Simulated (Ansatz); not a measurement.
SnCl3(OSiMe3) (C3H9Cl3OSiSn). The state is a triplet with charge 0. Geometry r2SCAN-D4/def2-SVP, that of the neutral singlet; atoms count from 1.

Cartesian coordinates in Å:
```
Sn 0.8383 -2.4918 0.9141
Cl -0.8152 -3.9017 1.7505
Cl 2.4842 -3.7702 -0.1203
Cl 1.7962 -1.3080 2.6931
O 0.0615 -1.2820 -0.3879
Si -0.2263 0.3944 -0.3643
C -1.2130 0.8163 1.1709
C -1.1948 0.7256 -1.9262
C 1.4207 1.2839 -0.3641
H -1.4722 1.8881 1.1964
H -0.6409 0.5954 2.0874
H -2.1546 0.2443 1.2101
H -2.1446 0.1677 -1.9274
H -1.4293 1.7983 -2.0275
H -0.6220 0.4175 -2.8153
H 1.9991 1.0489 0.5448
H 2.0278 0.9954 -1.2377
H 1.2850 2.3779 -0.3967
```

In the def2 sets Sn takes a core potential; there is no spin–orbit coupling. At PBE0-D4/def2-TZVP a singlet of charge 0 lies 4.49 eV below the triplet at the same geometry.

Q: Estimate the Mulliken populations from the PBE0/def2-TZVP orbitals of Ansatz.

A: 
| atom | charge (e) | spin (α − β) |
| --- | --- | --- |
| Sn1 | 0.87 | 0.49 |
| Cl2 | -0.31 | 0.27 |
| Cl3 | -0.32 | 0.26 |
| Cl4 | -0.39 | 0.15 |
| O5 | -0.33 | 0.57 |
| Si6 | 0.42 | 0.01 |
| C7 | -0.46 | 0.10 |
| C8 | -0.47 | 0.00 |
| C9 | -0.45 | 0.13 |
| H10 | 0.15 | 0.01 |
| H11 | 0.18 | 0.00 |
| H12 | 0.16 | 0.00 |
| H13 | 0.15 | 0.00 |
| H14 | 0.14 | 0.00 |
| H15 | 0.15 | 0.00 |
| H16 | 0.18 | 0.00 |
| H17 | 0.16 | 0.00 |
| H18 | 0.16 | 0.01 |
Mulliken values and Mayer orders depend strongly on the basis.

Q: Where does the spin sit?

A: Summed by element: Sn 0.49, Cl 0.68, O 0.57, Si 0.01, C 0.23, H 0.02, of 2 unpaired in all. Largest on single atoms: O5 0.57, Sn1 0.49, Cl2 0.27.

Q: And the Mayer bond orders between bonded heavy atoms (over 0.3)?

A: Sn1–Cl2 0.82 (2.33 Å); Sn1–Cl3 0.84 (2.33 Å); Sn1–Cl4 0.83 (2.34 Å); Sn1–O5 0.53 (1.94 Å); O5–Si6 1.04 (1.70 Å); Si6–C7 0.96 (1.87 Å); Si6–C8 1.05 (1.87 Å); Si6–C9 0.93 (1.87 Å).
